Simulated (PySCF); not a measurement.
## Electron correlation in Xe²⁺ (xenon, charge +2)

[Kr] 4d10 5s2 5p4, high-spin 3P determinant. Calculation: PySCF 2.14, in def2-SVP with the def2 core potential (28 electrons) (6s5p3d2f, 50 functions); a scalar-relativistic core potential. Frozen: 4s2 4p6 4d10; 6 electrons correlated.

MP2 pair energies summed by pair of shells (mhartree):

```json
{"pair": "5p-5p", "energy": "-41.71", "share (%)": "46.2"}
{"pair": "5s-5p", "energy": "-41.69", "share (%)": "46.2"}
{"pair": "5s-5s", "energy": "-6.88", "share (%)": "7.6"}
```

Total MP2 correlation energy: -90.27 mhartree.

Same-spin part -20.11 and opposite-spin part -70.16 mhartree; SCS-MP2 scales them by 1/3 and 6/5 to -90.90 mhartree.

```tsv
level	correlation energy (mhartree)
CCSD	-108.14
(T)	-2.57
CCSD(T)	-110.71
```

Diagnostics: T1 = 0.0066, D1 = 0.0203, largest double amplitude 0.044.

Cost of the coupled-cluster step: 1.1 s of wall time on 1 thread of Neoverse-V2 (shared host), for 6 correlated electrons.

Iterations:

```
CC2 = 0
CCSD nocc = (np.int64(4), np.int64(2)), nmo = (41, 41)
frozen orbitals [[0, 1, 2, 3, 4, 5, 6, 7, 8], [0, 1, 2, 3, 4, 5, 6, 7, 8]]
max_cycle = 100
direct = 0
conv_tol = 1e-08
conv_tol_normt = 1e-06
diis_space = 8
diis_start_cycle = 0
Init t2, MP2 energy = -0.0902688296643531
Init E_corr(UCCSD) = -0.0902688296800127
cycle = 1  E_corr(UCCSD) = -0.103952122308231  dE = -0.0136832926  norm(t1,t2) = 0.037646
cycle = 2  E_corr(UCCSD) = -0.106899086092654  dE = -0.00294696378  norm(t1,t2) = 0.0118995
cycle = 3  E_corr(UCCSD) = -0.108178057981011  dE = -0.00127897189  norm(t1,t2) = 0.00451876
cycle = 4  E_corr(UCCSD) = -0.108141506569172  dE = 3.65514118e-05  norm(t1,t2) = 0.000480109
cycle = 5  E_corr(UCCSD) = -0.108143110891899  dE = -1.60432273e-06  norm(t1,t2) = 5.93487e-05
cycle = 6  E_corr(UCCSD) = -0.108143006482268  dE = 1.04409631e-07  norm(t1,t2) = 1.05511e-05
cycle = 7  E_corr(UCCSD) = -0.108143124253809  dE = -1.17771541e-07  norm(t1,t2) = 1.58347e-06
cycle = 8  E_corr(UCCSD) = -0.108143101208791  dE = 2.30450177e-08  norm(t1,t2) = 3.49306e-07
cycle = 9  E_corr(UCCSD) = -0.10814310102015  dE = 1.88641547e-10  norm(t1,t2) = 6.08182e-08
UCCSD converged
E(UCCSD) = -327.2473607190078  E_corr = -0.1081431010201495
UCCSD(T) correction = -0.00257127005071292
```
